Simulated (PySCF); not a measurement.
Si(NMe2)(SH) (C2H7NSSi), SMILES S[Si]N(C)C (connectivity only; charge and spin as stated), neutral, multiplicity 1.

Geometry: TPSSh-D3(BJ)/def2-SVP. The structure was generated by enumeration; whether it is a known compound was not checked. Other conformers were not sampled.

Computed with PBE/def2-TZVP (PySCF).

Symmetry labels are those of the subgroup Cs that the program uses (full group Cs).

List the valence orbital energies around the gap with their symmetry. (The exact figures need the calculation; the answer reports its results.)


```
orbital  symmetry  energy (eV)
-------  --------  -----------
HOMO−7         A'       -10.16
HOMO−6         A'        -9.74
HOMO−5         A"        -9.74
HOMO−4         A'        -9.06
HOMO−3         A'        -8.17
HOMO−2         A"        -6.75
HOMO−1         A"        -5.71
HOMO           A'        -5.53
LUMO           A"        -2.02
LUMO+1         A'        -0.41
LUMO+2         A'        -0.16
LUMO+3         A'         0.58
```
